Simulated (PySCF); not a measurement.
## How the method changes the constants of CsO⁺

State: ³Σ⁻ (triplet), unpaired electrons π ↑↑. Set-up: PySCF, scalar-relativistic core potentials, basis sets Cs def2-SVP with ECP46, O def2-SVP. De refers to Cs⁺ + O in their high-spin ground configurations, without counterpoise correction. The functionals are run spin-unrestricted. A positive dipole points towards O; it is taken about the centre of mass and depends on that origin.

```tsv
Level	Re (Å)	ωe (cm⁻¹)	De (eV)	μ (D)
UHF	3.462	91.9	0.143	-1.43
UHF-MP2	3.379	106	0.186	n/a
UHF-SCS-MP2	3.387	106	0.184	n/a
UHF-CCSD	3.374	108	0.193	n/a
UHF-CCSD(T)	3.368	110	0.197	n/a
LDA	3.144	142	0.342	-0.95
PBE	3.298	117	0.269	-1.09
PW91	3.287	118	0.280	-1.08
r²SCAN	3.326	113	0.221	-1.21
TPSSh	3.344	104	0.213	-1.21
PBE0	3.309	111	0.224	-1.19
LC-ωPBE	3.312	111	0.217	-1.22
```

Question: Which functional lies closest to UHF-CCSD(T) in De, which farthest, and by how much do they differ from it?

Answer: Closest is TPSSh (-2.4 pm in Re, -5.5 % in ωe, +0.02 eV in De against UHF-CCSD(T) in the same basis), farthest LDA (-22.4 pm in Re, +29.1 % in ωe, +0.15 eV in De). CCSD(T) converges more slowly with the basis than the functionals do and binds too weakly in this one, so the order can change at the basis-set limit.

Question: What does a quarter of exact exchange do here, going from PBE to PBE0?

Answer: PBE0 less PBE: +1.1 pm in Re, -5.1 % in ωe, -0.05 eV in De. Exact exchange removes part of the self-interaction that spreads semilocal densities, and in most molecules shortens and stiffens the bond and lowers De; here Re and ωe go the other way.

Question: What does the step from GGA to meta-GGA do here, going from PBE to r²SCAN?

Answer: r²SCAN less PBE: +2.8 pm in Re, -3.4 % in ωe, -0.05 eV in De. 

Correlated steps freeze 1 core orbital. The bond is weak. Basis-set superposition, not corrected here, can be much of De in a small basis, most of all at correlated wavefunction levels. These are scalar-relativistic numbers at best; spin–orbit coupling would shift them, the dissociation energy most. For an ion De counts to the pair picked by the measured ionisation energies or electron affinities, which need not be the lowest pair at this level. The state is the lowest determinant that a PBE0 search found; another state may lie lower at other levels.
